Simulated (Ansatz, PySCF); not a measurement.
System: dichloro(dimethoxy)silane, C$_{2}$H$_{6}$Cl$_{2}$O$_{2}$Si, charge 0, multiplicity 1. 
Structure (B3LYP-D3(BJ)/def2-TZVP (Ansatz, a program for electronic structure) minimum search):
SMILES: CO[Si](Cl)(Cl)OC
```xyz
13

Si    -0.0245     0.0871     0.0283
Cl    -0.2691     1.6874    -1.2171
Cl    -0.3797     0.6242     1.9665
O      1.5128    -0.3843    -0.1644
C      2.1556    -1.4043     0.5978
O     -1.1040    -1.0723    -0.3078
C     -1.2947    -1.6627    -1.5921
H      2.2342    -1.1087     1.6457
H      1.6083    -2.3475     0.5319
H      3.1541    -1.5394     0.1864
H     -1.6641    -0.9222    -2.3041
H     -2.0331    -2.4546    -1.4813
H     -0.3630    -2.0895    -1.9704
```

Dipole moments at this geometry, in debye (magnitudes).

| level | program | dipole (D) |
|---|---|---|
| HF/def2-TZVPD | PySCF | 2.90 |
| PBE/def2-TZVPD | Ansatz | 2.62 |
| BLYP/def2-TZVPD | Ansatz | 2.65 |
| revPBE/def2-TZVPD | Ansatz | 2.61 |
| r2SCAN/def2-TZVPD | PySCF | 2.68 |
| B97M-V/def2-TZVPD | Ansatz | 2.61 |
| B3LYP/def2-TZVPD | Ansatz | 2.71 |
| PBE0/def2-TZVPD | Ansatz | 2.70 |
| TPSSh/def2-TZVPD | PySCF | 2.73 |
| r2SCANh/def2-TZVPD | Ansatz | 2.70 |
| HSE06/def2-TZVPD | Ansatz | (withheld) |
| CAM-B3LYP/def2-TZVPD | Ansatz | 2.78 |
| wB97M-V/def2-TZVPD | Ansatz | 2.70 |
| CCSD(T)/aug-cc-pV(D+d)Z | Ansatz | (withheld) |

Q: Fill in the missing entries.

A: 
- HSE06/def2-TZVPD, dipole (D): 2.70
- CCSD(T)/aug-cc-pV(D+d)Z, dipole (D): 2.71
